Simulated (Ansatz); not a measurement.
Molecule: CH3Si (charge 0, doublet). It need not be the lowest isomer of its formula. SMILES: [Si]C
Coordinates optimised at B3LYP-D3(BJ)/def2-TZVP (Ansatz, a program for electronic structure):
```xyz
5

C     -1.1030     0.0446     0.0262
Si     0.7938    -0.0232    -0.0072
H     -1.4093    -0.5919    -0.8203
H     -1.5274     1.0350    -0.1585
H     -1.5592    -0.3861     0.9215
```
Charge 0, spin multiplicity 2.

Parts of the frozen-core correlation energy in cc-pV(D+d)Z (Ansatz, hartree). Frozen orbitals: 6; correlated occupied orbitals by spin: 6 and 5; virtual: 40 and 41. Open shells are spin-unrestricted. Spin-orbit coupling is left out. No relativistic terms.

| term | value |
|---|---|
| reference (HF) | -328.47860 |
| MP2 opposite-spin | -0.16648 |
| MP2 same-spin | -0.04311 |
| CCSD correlation | -0.24581 |
| (T) | -0.00675 |
| CCSDT minus CCSD(T) | -0.00087 |
| T1 diagnostic | 0.018 |
| largest doubles amplitude | 0.079 |
| <S^2> of the reference | 0.777 |
